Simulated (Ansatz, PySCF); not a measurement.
SiBr2Cl2, SMILES Cl[Si](Cl)(Br)Br. Atoms are numbered in the order given.

```xyz
5

Cl     0.0000    -1.6704    -1.6106
Si     0.0000     0.0000    -0.4192
Cl     0.0000     1.6704    -1.6106
Br     1.8106     0.0000     0.8514
Br    -1.8106     0.0000     0.8514
```
Charge 0, spin multiplicity 1.

The structure is a stationary point at B3LYP-D3(BJ)/def2-SVP.

Two levels are set side by side: PBE-D3(BJ)/def2-SVP (Ansatz, an electronic-structure program) and B3LYP-D3(BJ)/def2-SVP (Ansatz). Each level has its own optimised geometry; the coordinates shown are those of the second. Frequencies come from the Hessian of PySCF at each geometry. Differences are taken from unrounded values.

```
quantity                            B3LYP-D3(BJ)
----------------------------------  ------------
mean bond length (Å)                       2.132
bond Cl1–Si2 (Å)                           2.052
bond Si2–Cl3 (Å)                           2.052
bond Si2–Br4 (Å)                           2.212
bond Si2–Br5 (Å)                           2.212
highest harmonic wavenumber (cm⁻¹)           611
mean harmonic wavenumber (cm⁻¹)              305
zero-point energy (kcal/mol)                3.93
```

Question: What does PBE-D3(BJ) give, and how far is it from B3LYP-D3(BJ)? (The exact figures need the calculation; the answer reports its results.)

Answer: 
```
quantity                            PBE-D3(BJ)  PBE-D3(BJ) minus B3LYP-D3(BJ)
----------------------------------  ----------  -----------------------------
mean bond length (Å)                     2.136                          0.004
bond Cl1–Si2 (Å)                         2.057                          0.006
bond Si2–Cl3 (Å)                         2.057                          0.006
bond Si2–Br4 (Å)                         2.215                          0.003
bond Si2–Br5 (Å)                         2.215                          0.003
highest harmonic wavenumber (cm⁻¹)         603                             -8
mean harmonic wavenumber (cm⁻¹)            299                             -6
zero-point energy (kcal/mol)              3.85                          -0.08
```

Here PBE gives about what the other level gives.
